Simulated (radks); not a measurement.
The lithium anion Li- inside a hard spherical wall (all orbitals vanish at R), configuration held at [He] 2s2 and not refilled when levels cross. All-electron calculation, non-relativistic Kohn-Sham, LDA (Slater exchange, Perdew-Wang correlation), spin-polarised, spherical densities, point nucleus. Program: a radial shooting solver on a logarithmic mesh with Libxc functionals. Eigenvalues in eV for spin up, with the zero of energy where the potential of the charges vanishes at infinity; a dash marks a level that is unbound or too diffuse for the functional's potential to be trusted. A positive occupied level is held by the wall or, in an anion where self-interaction has pushed it up, behind a barrier. The pressure on the wall is -dE/dV.

R (bohr)  E (hartree)  kinetic (hartree)    e(1s)   e(2s)  e(2p, empty)  e(3s, empty)  pressure (GPa)
15           -7.36262              7.268  -45.905   1.078         2.220         2.944         0.00935
12           -7.35714              7.288  -45.352   1.418         2.765         4.347          0.0540
10           -7.34596              7.324  -44.553   1.919         3.475         6.254           0.207
8            -7.31417              7.412  -43.001   2.980         4.859        10.132           0.968
6            -7.20892              7.661  -39.856   5.608         7.964        19.461            6.20
4            -6.73944              8.629  -32.530  14.660        16.950        49.701            73.9
3.5          -6.40831              9.272  -29.104  20.426        21.920        67.666             164
3            -5.82524             10.365  -24.337  30.183        29.606        96.440             406
1.5           3.68347             25.409   16.550  171.59        118.21        453.75           20300
